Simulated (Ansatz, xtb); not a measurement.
C2H6OSi: 4 structures ranked

4 gas-phase structures of C2H6OSi, found in a search over its isomers (lower ones may exist). Each was relaxed with GFN2-xTB; where two conformers were screened, the lower at r2SCAN-D4/def2-SVP is listed:

A. `C1C[SiH2]O1`, a singlet
B. `C=C[SiH2]O`, a singlet
C. `CC[SiH]=O`, a singlet
D. `C[Si](C)=O`, a singlet

Problem. Make a reasoned guess at their ranking by r2SCAN-D4/def2-SVP single-point energy.

Solution. Calculated order at r2SCAN-D4/def2-SVP: D (0.000), B (0.366), A (0.640), C (0.664) eV. Less than 1 kcal/mol parts A and C, so the order within that pair means little.

Energies above the lowest of each column, in eV; the last columns are at PBE0-D3(BJ)/def2-SVP geometries (a dash: not run or not comparable):

```
structure  GFN2-xTB  HF/STO-3G  r2SCAN-D4/def2-SVP  PBE0-D3(BJ)/def2-SVP  CCSD(T)/def2-SVP + ΔMP2/def2-TZVPP
        D     0.214      1.324               0.000                 0.000                               0.000
        B     1.238      1.172               0.366                 0.277                               0.255
        A     0.896      0.000               0.640                 0.446                                   –
        C     0.000      1.916               0.664                 0.624                                   –
```

CCSD(T)/def2-SVP + ΔMP2/def2-TZVPP puts D lowest of those it was run on; GFN2-xTB picks C, HF/STO-3G picks A. Flexible structures stand in one conformer each, not always the lowest. Frequencies (PBE0-D3(BJ)/def2-SVP) were run for B, D alone. The ΔMP2 step shifts differences by up to 0.141 eV, which makes them less sure. ΔMP2 is the change of the MP2 energy from the smaller to the larger basis.

Over these structures GFN2-xTB departs from r2SCAN-D4/def2-SVP by 0.417 eV on average once a common shift is removed. A GFN2-xTB relaxation took about 0.07 s and the r2SCAN-D4/def2-SVP energy about 1.4 s on a shared host (Ansatz 0.2.0, xtb 6.7.1).
